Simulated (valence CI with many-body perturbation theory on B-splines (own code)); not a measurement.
# From CI to CI+MBPT in P9+

Computed by configuration interaction combined with many-body perturbation theory (CI+MBPT): four valence electrons over a frozen Dirac-Fock core [He], radial functions for each j: 11 s, 11 p, 9 d, 7 f, 5 g, 2 h, 1 i, with the one-electron correlation potential Σ1, the two-electron term Σ2, the three-electron term Σ3, Breit, model QED; selected CI, second order for the rest, scaled by the run's own slope (own B-spline code, finite nucleus).

No measured spectrum was set against this ion. As an estimate, levels of excited configurations hold to 0.05 to 0.15 % of their energy, terms of the ground configuration to about 0.5 %.

Each rung adds one term. CI alone is the Dirac-Coulomb CI over the frozen core; QED comes last and gives the full result, which names the levels. Energies are above 2s2 2p2 3P_0 on the same rung, in cm⁻¹.

```
       Level  CI alone
2s2 2p2 3P_1      3861
2s2 2p2 3P_2      9785
2s2 2p2 1D_2     60355
2s2 2p2 1S_0    120024
2s 2p3 5S°_2    169511
2s 2p3 3D°_2    325611
2s 2p3 3D°_3    326118
2s 2p3 3D°_1    325715
2s 2p3 3P°_1    382237
2s 2p3 3P°_0    382068
2s 2p3 3P°_2    382562
2s 2p3 1D°_2    489269
2s 2p3 3S°_1    496057
2s 2p3 1P°_1    546269
    2p4 3P_2    748701
    2p4 3P_1    755163
```

**Question.** What do these energies become with core correlation, Breit and QED?

**Answer.** 2s2 2p2 3P_1 3676 (-185); 2s2 2p2 3P_2 9023 (-763); 2s2 2p2 1D_2 59794 (-561); 2s2 2p2 1S_0 120170 (+145); 2s 2p3 5S°_2 167556 (-1955); 2s 2p3 3D°_2 323209 (-2402); 2s 2p3 3D°_3 323259 (-2859); 2s 2p3 3D°_1 323416 (-2298); 2s 2p3 3P°_1 380037 (-2200); 2s 2p3 3P°_0 380059 (-2010); 2s 2p3 3P°_2 380267 (-2295); 2s 2p3 1D°_2 484996 (-4274); 2s 2p3 3S°_1 490843 (-5214); 2s 2p3 1P°_1 542348 (-3921); 2p4 3P_2 742721 (-5980); 2p4 3P_1 749127 (-6036).

**Question.** How does the ionisation energy move along the ladder, and which term matters most?

**Answer.** CI alone 424.50, + Σ1 424.74, + Σ2 424.72, + Σ3 424.67, + Breit 424.55, + QED 424.56 eV. The largest step is Σ1, 0.24 eV. NIST lists 424.4 ± 0.09 eV (semi-empirical).
